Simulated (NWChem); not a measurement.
Correlation energy of disulfane (H2S2)

```
S
H 1 1.3555
S 1 2.0725 2 98.30
H 3 1.3555 1 98.30 2 -91.01
```
Charge 0, spin multiplicity 1.

The numbers come from NWChem runs, not from measurements. Structure: optimised with PBE0/def2-SVP, a minimum by its harmonic frequencies. It is one conformer; others weren't searched.

Basis set: 6-31G*. Each correlation energy counts from its own Hartree-Fock reference.

The correlated methods keep 10 core orbitals frozen. The Pople sets run with spherical d functions. Coupled-cluster values serve here as a point of comparison, not as the truth.

### Question
For the correlation energy, MP2 gives -235.1 mHa and SCS-MP2 gives -235.5 mHa. What do CR-CCSD[T], CR-CCSD(T), CCSD give?

### Answer
CR-CCSD[T]: -276.6 mHa; CR-CCSD(T): -276.5 mHa; CCSD: -270.4 mHa.
